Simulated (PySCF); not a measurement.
Spinor energies of Sb (antimony, neutral)

Start: [Kr] 4d10 5s1 5p4; 5s1/2 filled at m_j = +1/2; 5p1/2 filled at m_j = +1/2; 5p3/2 filled at m_j = -1/2, +1/2, +3/2. Calculated with PySCF 2.14 in x2c-SVPall-2c with one added diffuse shell each of s, p type (7s9p4d, 54 functions): generalised Hartree-Fock with the X2C-1e Hamiltonian and a Gaussian nucleus; one run each with spin-orbit coupling (SO) switched off, then screened by Boettger's factors. This is a chosen level, not necessarily the ground level.

```tsv
spinor shell	electrons	ε, spin-free (eV)	ε, screened SO (eV)	weight of nominal j (screened SO)	rms radius, screened SO (bohr)
1s1/2	2	-30639.7	-30636.6	1.000	0.0326
2s1/2	2	-4756.9	-4756.0	1.000	0.133
2p1/2	2	-4264.7	-4439.7	1.000	0.115
2p3/2	4	-4264.7	-4185.0	1.000	0.120
3s1/2	2	-973.85	-973.50	1.000	0.352
3p1/2	2	-809.31	-842.43	1.000	0.345
3p3/2	4	-809.31	-793.93	1.000	0.356
3d3/2	4	-558.41	-564.01	1.000	0.330
3d5/2	6	-558.41	-554.24	1.000	0.333
4s1/2	2	-177.57	-177.40	1.000	0.841
4p1/2	2	-124.84	-130.91	0.999	0.893
4p3/2	4	-124.84	-121.86	1.000	0.920
4d3/2	4	-45.482	-46.181	0.955	1.11
4d5/2	6	-45.482	-44.772	0.970	1.11
5s1/2	1	-21.484	-21.350	1.000	2.41
5p3/2	3	-9.031	-10.086	0.619	2.96
5p1/2	1	-9.031	-5.861	0.596	3.51
```

```json
{"quantity": "E (hartree)", "spin-free": "-6476.22607", "screened SO": "-6477.85965"}
{"quantity": "M_J", "spin-free": "5/2", "screened SO": "5/2"}
{"quantity": "⟨J²⟩", "spin-free": "8.801", "screened SO": "8.802"}
{"quantity": "⟨L²⟩", "spin-free": "2.002", "screened SO": "2.051"}
{"quantity": "⟨S²⟩", "spin-free": "3.799", "screened SO": "3.781"}
```

Each row is a mean over spinors that exchange with the open shell spreads, by up to 0.891 eV (4s1/2).

Rows whose weight is well below 1 are mixtures of j = l ± 1/2: exchange outweighs spin-orbit coupling there, and the label is only the starting occupation.

⟨J²⟩ departs a little from M_J(M_J + 1) because the unrestricted spinors polarise the closed shells.

Breit and QED terms are absent; they matter most for the inner s and p1/2 levels.

Densities and radii are taken from the X2C orbitals without a picture-change correction, which distorts them close to the nucleus.

Without spin-orbit coupling the j labels of p, d and f shells carry no meaning; the spin-free column gives the mean over the occupied spinors of each nl shell.
